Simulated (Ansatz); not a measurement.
Job for Ansatz (a first-principles code): U-CCSD(T)/cc-pV(D+d)Z on CH4Si (SMILES C=[SiH2]), 2S+1 = 1, a spin state set in the input, which need not be the lowest. Files ending in .json are basis or fitting sets from the Basis Set Exchange.

Ansatz 0.2 input:
```yaml
crystal:
  periodic: [false, false, false]
  atoms:
    - {symbol: C, position_ang: [-1.15067768, -0.05472828, -0.00632374]}
    - {symbol: Si, position_ang: [0.54826564, 0.02607649, 0.00301309]}
    - {symbol: H, position_ang: [-1.77056886, 0.83033249, -0.06777878]}
    - {symbol: H, position_ang: [-1.68440972, -0.99465742, 0.04879136]}
    - {symbol: H, position_ang: [1.40004260, -1.17276528, 0.08635896]}
    - {symbol: H, position_ang: [1.28328314, 1.30038902, -0.07161229]}
basis:
  gaussian:
    orbitals: cc-pV_D+d_Z.json
correlation: {method: ccsd_t, electrons: outside_noble_gas}
scf: {omitted_lower_state_checks: [cluster_reference]}
magnetization: {spin_polarized: true, initial_magnetization: 0}
```

### Question
What total energy does the run end on?

### Answer
-329.3519 hartree (reference determinant -329.0673, T1 diagnostic 0.058). Its determinant has ⟨S²⟩ = 0.27, a mixture of spin states.
